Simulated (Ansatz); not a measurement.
Ge₄H₅, relaxed as a doublet with UKS r2SCAN-D4/def2-SVP in Ansatz, starting from the GFN1-xTB geometry. Force threshold 0.02 eV/Å.

The structure comes from a short search, and lower isomers may exist.

Start:

```xyz
9

Ge   -0.117    1.417   -0.671
Ge   -2.155    0.468    0.186
Ge   -0.620   -1.355    0.510
Ge    1.433   -0.170    0.213
H     1.907    0.314    1.550
H    -2.266    1.088    1.572
H    -0.149    1.035   -2.147
H    -0.733   -2.133   -0.798
H     2.702   -0.664   -0.414
```

**Question.** Estimate the energy that the relaxation releases and the steps that it takes.

**Answer.** 0.30 eV, in 8 steps; 40 s on 4 threads of Arm Neoverse V1 on a shared host. No frequencies were taken in this run, so the end may be a saddle point.

**Question.** Does the start keep its bonding and symmetry?

**Answer.** By distances, no bond broke or formed. The bond that changes most is Ge1–Ge4, from 2.39 to 2.44 Å (atoms count from 1). Point group Cs at the start, Cs at the end, both within 0.05 Å.

**Question.** Predict the relaxed structure.

**Answer.** 
```xyz
9

Ge   -0.104    1.364   -0.791
Ge   -2.109    0.529    0.340
Ge   -0.608   -1.405    0.390
Ge    1.470   -0.129    0.326
H     1.877    0.389    1.713
H    -2.322    1.165    1.740
H    -0.197    0.766   -2.232
H    -0.701   -2.003   -1.051
H     2.692   -0.675   -0.435
```
Bond lengths: 4 × Ge–Ge 2.44 to 2.45 Å; 5 × Ge–H 1.54 to 1.56 Å.
